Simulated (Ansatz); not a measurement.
Two structures of SnH$_{3}$Cl, closed shell, reached by relaxing down either side of one saddle point (PBE0-D4/def2-TZVP). Energies are electronic, without zero-point energy. Computed with Ansatz 0.2.0 (basis: def2-TZVPP and def2-QZVPP); correlated methods freeze the cores. Filled d shells of the heavier atoms are correlated. Core potentials replace the inner electrons of the atoms past krypton. The def2 sets are not built for correlating such inner shells, so the correlated values are less sure here. Extrapolation: Hartree–Fock as exp(−7.88 √X), correlation as X^−2.97. First:

```xyz
5
angstrom
Sn -0.1236 -0.0751 0.1144
Cl 1.4396 0.8721 -1.3362
H -0.8001 -1.3946 -0.7177
H -1.2607 1.1456 0.4422
H 0.7449 -0.5480 1.4973
```

Second:

Sn1  (-0.830, -0.405, 0.924)
Cl2  (0.833, 0.098, -1.427)
H3  (0.406, -0.867, -2.156)
H4  (-1.100, 1.344, 0.858)
H5  (0.691, -0.171, 1.801)
(Å)

Problem. Which bonds change from the first to the second?

Solution. SnH₃Cl ([Cl][SnH3]) → SnH₂ + HCl (still joined by a long Sn–Cl bond); bonds formed: Cl2–H3; bonds broken: Sn1–H3; bonds weakened to dative contacts: Sn1–Cl2.

Problem. Give the saddle point's structure and its height above each. (To be estimated.)

Solution. Computed: 2.174 eV above the first and 0.676 eV above the second (CCSD(T) at an estimated basis limit (MP2 extrapolated from triple and quadruple zeta, plus CCSD(T) − MP2 in triple zeta)).
```
5
angstrom
Sn -0.4796 -0.2888 0.4487
Cl 1.0909 0.2785 -1.6287
H -0.0654 -0.8429 -1.2295
H -1.2357 1.2393 0.6989
H 0.6898 -0.3861 1.7107
```

No T1 diagnostic of these runs exceeds 0.016. The restricted Hartree–Fock reference is unstable towards an unrestricted one at one or more of these structures.

Losses and insertions of silylenes and their heavier kin drive the gas-phase chemistry of silicon and germanium vapour deposition.

Labels in which every atom is bracketed show which atoms are joined, not bond orders.

For scale, one of the runs: CCSD(T)/def2-TZVPP, 134 basis functions, launched by `ansatz run in.yaml --threads 2 --pin off --events-out ev --progress --plain --max-ram 4352MiB`. Hardware: 2 CPU threads of an Arm Neoverse V1, shared host. Wall time 16 s; peak host memory 0.75 GiB.
